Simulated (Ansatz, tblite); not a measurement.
Forces on the cluster La₂O₃⁻ at its PBE0-D4/def2-SVPD geometry. Total charge -1; doublet.

In the def2 sets La takes a core potential; there is no spin–orbit coupling. The xTB rows come from tblite. At PBE-D4/def2-TZVPD the highest occupied level of the charge -1 doublet lies above zero (up to 0.75 eV). The electron is either unbound and held by the finite basis, or the level is raised by self-interaction error. The structure comes from a short search, and lower isomers may exist.

GFN1-xTB (tblite), largest force 3.40 eV/Å:

```xyz
5
positions Å, forces eV/Å
La    0.325   -1.439   -0.389   -0.724    3.208    0.866
La   -0.325    1.439    0.388    0.724   -3.207   -0.866
O    -0.217   -0.463    1.532   -0.096   -0.205    0.679
O    -1.246   -0.004   -1.029   -0.552   -0.002   -0.456
O     1.462    0.466   -0.504    0.647    0.206   -0.223
```

GFN2-xTB (tblite), largest force 1.30 eV/Å:

```
La 0.276 -1.224 -0.330
La -0.277 1.224 0.331
O -0.147 -0.315 1.042
O -0.846 -0.002 -0.700
O 0.995 0.317 -0.343
```

PBE-D4/def2-TZVPD (Ansatz), largest force 0.35 eV/Å:

```
La 0.072 -0.329 -0.087
La -0.076 0.326 0.090
O -0.030 -0.065 0.217
O -0.175 0.001 -0.147
O 0.209 0.067 -0.073
```
